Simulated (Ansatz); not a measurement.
`[F][Ge]([Cl])([Cl])[Cl]` + `N#[C][Sn]([F])([Cl])[Cl]` → `N#[C][Ge]([Cl])([Cl])[Cl]` + `[F][Sn]([F])([Cl])[Cl]` at 700 K and 1 bar (redistribution).

Program: Ansatz. Geometries: PBE0-D4/def2-TZVP. ΔE: electronic, gas phase. CBS: MP2 limit from def2 TZ/QZ plus the TZ coupled-cluster correction, frozen cores. def2 core potentials past Kr. For Ge, Sn outer-core shells are correlated without core-valence functions, which leaves a few kJ/mol of doubt a bond. Scalar relativity is left out up to krypton.

| species | CCSD(T)/CBS energy (Eh) | H − E (kJ/mol) | S (J/(mol·K)) |
| --- | --- | --- | --- |
| `[F][Ge]([Cl])([Cl])[Cl]` | -3555.40119 | 78.3 | 434.1 |
| `N#[C][Sn]([F])([Cl])[Cl]` | -1326.22933 | 103.9 | 494.4 |
| `N#[C][Ge]([Cl])([Cl])[Cl]` | -3548.30650 | 104.0 | 475.5 |
| `[F][Sn]([F])([Cl])[Cl]` | -1333.31864 | 78.3 | 446.4 |

H − E and S are ideal-gas, rigid-rotor, harmonic terms from PBE0-D4/def2-TZVP. 1 Eh = 2625.50 kJ/mol, R = 8.31446 J/(mol·K).

By hand: ΔE, ΔH, ΔS and ΔG.

ΔE = (-3548.30650) + (-1333.31864) − (-3555.40119) − (-1326.22933) = 0.00538 Eh = 14.1 kJ/mol. Δ(H − E) = 104.0 + 78.3 − 78.3 − 103.9 = 0.1, so ΔH = 14.2 kJ/mol. ΔS = 475.5 + 446.4 − 434.1 − 494.4 = -6.6 J/(mol·K). ΔG = 14.2 − 700 × (-6.6)/1000 = 18.8 kJ/mol.

By hand: the equilibrium constant, and the temperature at which ΔG would vanish if ΔH and ΔS stayed fixed.

log₁₀ K = −ΔG/(RT ln 10) = -1.4. ΔH and −TΔS have one sign here, so there is no such temperature.

The number of gas molecules stays the same, so ΔS is small and ΔH decides. A doubt of 5 kJ/mol in ΔE shifts log₁₀ K by 0.4 here. These are equilibria of isolated gas molecules and say nothing of rates. Largest T1 diagnostic: 0.013 (customary marks: 0.02 for closed shells, 0.045 for open ones).
